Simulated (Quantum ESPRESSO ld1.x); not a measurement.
Values are calculated unless marked as measured or tabulated.
These are the eigenvalues of the occupied orbitals of an atom or ion with whole-number occupations (hartree). Level of theory: scalar-relativistic Kohn-Sham, PBE, spin-unpolarised, spherical densities, point nucleus (ld1.x of Quantum ESPRESSO 7.5).

1s: -1066.25
2s: -160.966
2p: -144.497
3s: -31.0623
3p: -25.6808
3d: -17.3980
4s: -4.92185
4p: -3.29642
4d: -0.94957
5s: -0.38767
5p: -0.13576

Which element is it, and in what charge state? The configuration may be excited.

Answer. Z = 50, tin, charge 0: Sn in [Kr] 4d10 5s2 5p2. The list shows which subshells hold electrons but not how many an open one holds; the 1s level, -1066.3 hartree, gives Z - s = 46.2 by -(Z - s)^2/2, which with screening and relativity narrows Z to a few neighbours, and the depths of the outer levels then fix element, charge and occupations together.
